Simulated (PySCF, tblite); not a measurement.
Isomers of C7H8ClO (doublet state). Computed values, GFN2-xTB/tblite, gas phase, harmonic and unscaled. Errors from tens to a few hundred cm⁻¹ against measured bands are possible. One conformer each. Open shells enter through the occupations alone, without spin polarisation, and single modes of such species can be off by tens of per cent.

Electronic energies: B3LYP/pcH-1 single points on the GFN2-xTB geometries (PySCF, gas phase).

```tsv
SMILES	electronic energy, lowest = 0 (kJ/mol)
C=[C][C@@H](C)[C@@H]1O/C1=C/Cl	262.4
C=C[C@H]1[C](Cl)CCC1=O	0.0
C=C[C](C)[C@H]1O/C1=C/Cl	138.5
C=C[C@@H](C)[C@@H]1O/C1=[C]\Cl	271.5
C=C[C@@H](C)[C]1O/C1=C/Cl	233.1
[CH2][C@@H](C=C)[C@H]1O/C1=C/Cl	246.0
```

**Question.** How do GFN2-xTB zero-point energies change the relative energies?

**Answer.** 
```
                         SMILES  ZPE (kJ/mol)  of it from modes above 1550 cm⁻¹  electronic (kJ/mol)  with ZPE, lowest = 0 (kJ/mol)  lowest mode (cm⁻¹)  rings
         C=C[C@H]1[C](Cl)CCC1=O         335.7                             164.6                  0.0                            0.0                  31      1
       C=C[C](C)[C@H]1O/C1=C/Cl         330.0                             157.6                138.5                          132.8                  37      1
      C=C[C@@H](C)[C]1O/C1=C/Cl         330.0                             167.9                233.1                          227.3                  25      1
[CH2][C@@H](C=C)[C@H]1O/C1=C/Cl         325.8                             169.2                246.0                          236.1                  29      1
 C=[C][C@@H](C)[C@@H]1O/C1=C/Cl         328.0                             166.2                262.4                          254.7                  43      1
 C=C[C@@H](C)[C@@H]1O/C1=[C]\Cl         333.3                             167.5                271.5                          269.1                  28      1
```

The zero-point energies span 9.9 kJ/mol, from `[CH2][C@@H](C=C)[C@H]1O/C1=C/Cl` to `C=C[C@H]1[C](Cl)CCC1=O`. The order is unchanged.

**Question.** And how do the electronic energies of GFN2-xTB itself compare?

**Answer.** `C=C[C@H]1[C](Cl)CCC1=O` 0.0; `C=C[C](C)[C@H]1O/C1=C/Cl` 105.0; `C=C[C@@H](C)[C]1O/C1=C/Cl` 188.4; `[CH2][C@@H](C=C)[C@H]1O/C1=C/Cl` 220.4; `C=[C][C@@H](C)[C@@H]1O/C1=C/Cl` 223.6; `C=C[C@@H](C)[C@@H]1O/C1=[C]\Cl` 202.8 kJ/mol, lowest = 0. Against the energies above, taken from the same isomer `C=C[C@H]1[C](Cl)CCC1=O`, the largest difference is 68.7 kJ/mol.

**Question.** What do entropy and thermal enthalpy add at 298.15 K and 1 bar (rigid rotor, harmonic oscillator, one conformer each)?

**Answer.** 
```csv
SMILES,point group,symmetry number,S (J/(mol K)),H − H(0) (kJ/mol),ZPE + H − H(0) − TS (kJ/mol)
C=C[C@H]1[C](Cl)CCC1=O,C1,1,422.1,27.52,237.4
C=C[C](C)[C@H]1O/C1=C/Cl,C1,1,430.8,29.46,231.0
[CH2][C@@H](C=C)[C@H]1O/C1=C/Cl,C1,1,438.8,30.31,225.3
C=[C][C@@H](C)[C@@H]1O/C1=C/Cl,C1,1,434.2,30.08,228.6
C=C[C@@H](C)[C@@H]1O/C1=[C]\Cl,C1,1,440.0,29.99,232.1
```

S holds R ln(2S + 1) for the spin.

Not tabulated: `C=C[C@@H](C)[C]1O/C1=C/Cl` (lowest mode only 25 cm⁻¹).
